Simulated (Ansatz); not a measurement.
Reaction (redistribution): `CO[SiH2]S[SiH2]O` + `CS[SiH](Cl)Cl` → `O[SiH2]S[SiH](Cl)Cl` + `CO[SiH2]SC`

Computed with Ansatz on PBE0-D4/def2-TZVP structures; ΔE is electronic, products minus reactants. CCSD(T)/CBS adds triple-zeta CCSD(T) − MP2 to the extrapolated MP2 energy (def2 sets, frozen cores). DFT in def2-TZVPP. Each species was taken in one conformer, which may not be the lowest.

```tsv
level	ΔE (kcal/mol)
PBE0-D4	1.8
ωB97X-V	1.9
r2SCAN	1.8
MP2/def2-TZVPP	2.0
SCS-MP2/def2-TZVPP	1.7
HF/def2-QZVPP	0.4
MP2/def2-QZVPP	1.8
HF/CBS(def2)	0.4
```

(1) What does CCSD(T)/CBS give? (Best estimate.)

Largest T1 diagnostic among the species: 0.012.

Answers

(1) Computed: +1.7 kcal/mol. The listed levels differ from it by 0.1, 0.2, 0.1, 0.3, 0.0, -1.3, 0.1, -1.3 kcal/mol.

In def2-TZVPP, CCSD(T) changes the Hartree–Fock value by +1.4 kcal/mol (the triples alone add +0.3 kcal/mol) and MP2 by +1.4 kcal/mol.
